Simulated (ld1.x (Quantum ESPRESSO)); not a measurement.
**u(r) = r·R(r): atom against pseudo-atom (nitrogen (N))**

Columns: radius, all-electron u(r) and pseudo u(r) of the 2p shell (level -7.51 eV) of nitrogen in the configuration [He] 2s1 2p4; PBE, non-relativistic, TM scheme, ld1.x (Quantum ESPRESSO) 7.5.

| r (bohr) | all-electron | pseudo |
| --- | --- | --- |
| 0.103 | 0.0768 | 0.0252 |
| 0.205 | 0.2220 | 0.0968 |
| 0.308 | 0.3734 | 0.2068 |
| 0.410 | 0.5035 | 0.3394 |
| 0.513 | 0.6076 | 0.4805 |
| 0.615 | 0.6843 | 0.6108 |
| 0.718 | 0.7373 | 0.7193 |
| 0.820 | 0.7686 | 0.7952 |
| 0.923 | 0.7825 | 0.8378 |
| 1.025 | 0.7825 | 0.8489 |
| 1.128 | 0.7718 | 0.8356 |
| 1.230 | 0.7534 | 0.8058 |
| 1.332 | 0.7294 | 0.7671 |
| 1.435 | 0.7013 | 0.7248 |
| 1.538 | 0.6706 | 0.6831 |
| 1.640 | 0.6388 | 0.6442 |
| 1.743 | 0.6060 | 0.6077 |
| 1.845 | 0.5735 | 0.5739 |
| 1.948 | 0.5411 | 0.5412 |
| 2.050 | 0.5098 | 0.5098 |
| 2.153 | 0.4792 | 0.4792 |
| 2.255 | 0.4501 | 0.4501 |
| 2.358 | 0.4219 | 0.4219 |
| 2.460 | 0.3953 | 0.3953 |
| 2.562 | 0.3700 | 0.3700 |
| 2.665 | 0.3459 | 0.3459 |

Task: How many radial nodes do the two functions have?

Result: The all-electron 2p function has n − l − 1 = 0; the pseudo-wave has 0.

Task: At about which radius was the pseudo-wave matched?

Result: 2.05 bohr. The columns agree to 0.0005 from 1.84 bohr on; several derivatives are matched, so the curves merge somewhat inside the radius.

Task: Where does each function peak?

Result: Outermost all-electron maximum near 0.92 bohr, pseudo maximum near 1.02 bohr (to the table’s step).

Task: Is the pseudo-wave norm-conserving?

Result: Yes: the TM scheme keeps the norm inside the radius equal to the all-electron one, which fixes the energy derivative of the logarithmic derivative at the level.
